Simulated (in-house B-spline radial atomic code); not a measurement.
Checks on a self-consistent run for the rhodium ion Rh⁺, [Kr] (4d3/2)4 (4d5/2)4. Method: Dirac-Hartree-Fock, average of the jj configuration, Fermi nucleus of rms radius 4.4945 fm. Calculated with a radial B-spline atomic code at the basis-set limit.

```csv
orbital,q,ε (Eh),<1/r>,<r²>,small-component weight
1s1/2,2,-858.70787,47.0548,0.00143736,0.027084
2s1/2,2,-127.70613,10.8144,0.0236051,0.0056505
2p1/2,2,-117.87414,10.7562,0.0178042,0.0056263
2p3/2,4,-112.52186,10.1689,0.0191308,0.0054199
3s1/2,2,-24.33887,3.76357,0.172437,0.0015678
3p1/2,2,-20.44133,3.65831,0.169192,0.0015063
3p3/2,4,-19.48719,3.51918,0.178185,0.0014532
3d3/2,4,-12.65019,3.3343,0.16069,0.001328
3d5/2,6,-12.44949,3.29465,0.163994,0.0013094
4s1/2,2,-3.99590,1.37711,1.11023,0.00035471
4p1/2,2,-2.76884,1.25533,1.31982,0.00030416
4p3/2,4,-2.55700,1.21776,1.38536,0.00029229
4d3/2,4,-0.71968,0.886929,2.75947,0.00016622
4d5/2,4,-0.69387,0.873131,2.86166,0.00016215
```

Electron-electron repulsion V_ee = 1801.5522 hartree.

Question: What total energy follows from the eigenvalues?

Answer: The eigenvalues count the repulsion twice, so E = Σqε - V_ee = -2980.882 - 1801.552 = -4782.435 hartree; the run printed -4782.435.

Question: Does the Dirac virial theorem hold?

Answer: For a point nucleus E = -2c²Σq·w, with w the small-component weight. Here Σq·w = 0.12733 and c = 137.0360, so the ratio E/(-2c²Σq·w) is 1.000033; the finite nucleus accounts for the departure from 1.

Question: What diamagnetic shielding (Lamb formula) and susceptibility (Langevin formula) do the radii give?

Answer: σ = (α²/3)Σq<1/r> = 257.128/(3·137.036²) = 4564.1 ppm, and χ = -0.79199×10⁻⁶·Σq<r²> = -28.57×10⁻⁶ cm³/mol with Σq<r²> = 36.071 bohr². Both are non-relativistic formulas without the paramagnetism of open shells.
